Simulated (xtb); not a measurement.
F (SMILES [F+]), charge +1, triplet; GFN0-xTB run with xtb.

The xtb input:
```
$ xtb mol.xyz --gfn 0 --chrg 1 --uhf 2 --etemp 10 --json

# file mol.xyz
1

F      0.00000000     0.00000000     0.00000000
```

The log (banner, timings and long lists left out):

```
   ID    Z sym.   atoms
    1    9 F      1

           -------------------------------------------------
          |                Calculation Setup                |
           -------------------------------------------------

           -------------------------------------------------
          |                 G F N 0 - x T B                 |
           -------------------------------------------------

          ...................................................
          :                      SETUP                      :
          :.................................................:
          :  # basis functions                   4          :
          :  # atomic orbitals                   4          :
          :  # shells                            2          :
          :  # electrons                         6          :
          :  electronic temp.           10.0000000     K    :
          :  accuracy                    1.0000000          :
          :  -> integral cutoff          0.2500000E+02      :
          :  -> integral neglect         0.1000000E-07      :
          ...................................................

         :::::::::::::::::::::::::::::::::::::::::::::::::::::
         ::                     SUMMARY                     ::
         :::::::::::::::::::::::::::::::::::::::::::::::::::::
         :: total energy              -1.290137213098 Eh    ::
         :: gradient norm              0.000000000000 Eh/a0 ::
         :: HOMO-LUMO gap              0.000000000000 eV    ::
         ::.................................................::
         :: H0 energy                 -3.446263582044 Eh    ::
         :: repulsion energy           0.000000000000 Eh    ::
         :: electrostat energy         2.156126368946 Eh    ::
         :: -> Gsolv                   0.000000000000 Eh    ::
         ::    -> Gsasa                0.000000000000 Eh    ::
         ::    -> Gshift               0.000000000000 Eh    ::
         :: dispersion energy          0.000000000000 Eh    ::
         :: short-range corr.          0.000000000000 Eh    ::
         :: add. restraining           0.000000000000 Eh    ::
         :: total charge               1.000000000000 e     ::
         :::::::::::::::::::::::::::::::::::::::::::::::::::::

           -------------------------------------------------
          |                Property Printout                |
           -------------------------------------------------

    * Orbital Energies and Occupations

         #    Occupation            Energy/Eh            Energy/eV
      -------------------------------------------------------------
         1        2.0000           -0.8123099             -22.1041
         2        1.3333           -0.4553958             -12.3920
         3        1.3333           -0.4553958             -12.3920
         4        1.3333           -0.4553958             -12.3920 (HOMO)
      -------------------------------------------------------------
                  HL-Gap            0.4553958 Eh           12.3920 eV
             Fermi-level            0.0000000 Eh            0.0000 eV

     #   Z          covCN         q      C6AA      α(0)
     1   9 F        0.000     1.000     4.121     2.364

 Mol. C6AA /au·bohr⁶  :          4.120858
 Mol. C8AA /au·bohr⁸  :         70.513039
 Mol. α(0) /au        :          2.363636

Wiberg/Mayer (AO) data.
largest (>0.10) Wiberg bond orders for each atom

 ---------------------------------------------------------------------------
     #   Z sym  total        # sym  WBO       # sym  WBO       # sym  WBO
 ---------------------------------------------------------------------------
     1   9 F    0.000
 ---------------------------------------------------------------------------

 dipole moment from electron density (au)
     X       Y       Z
   0.0000   0.0000   0.0000  total (Debye):    0.000

           -------------------------------------------------
          | TOTAL ENERGY               -1.290137213098 Eh   |
          | GRADIENT NORM               0.000000000000 Eh/α |
          | HOMO-LUMO GAP              12.391951600000 eV   |
           -------------------------------------------------

normal termination of xtb
```
